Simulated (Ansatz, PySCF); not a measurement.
ammonium (H₄N), SMILES [NH4+], charge +1.

Geometry optimised at B3LYP-D3(BJ)/def2-TZVPD.

Two levels are set side by side: PBE/def2-TZVPD (Ansatz, a first-principles code) and EOM-CCSD/aug-cc-pVDZ (PySCF). PBE by ΔSCF, the other level by its IP root; same geometry, the bases differ. Differences are taken from unrounded values.

```csv
quantity,PBE
vertical ionisation energy (eV),26.42
```

**Question.** These are the PBE values. What does EOM-CCSD give? (Estimate from the structure and the level; the computed values follow.)

**Answer.** 
| quantity | EOM-CCSD | PBE minus EOM-CCSD |
|---|---|---|
| vertical ionisation energy (eV) | 26.52 | -0.10 |

On these quantities the two levels nearly agree.
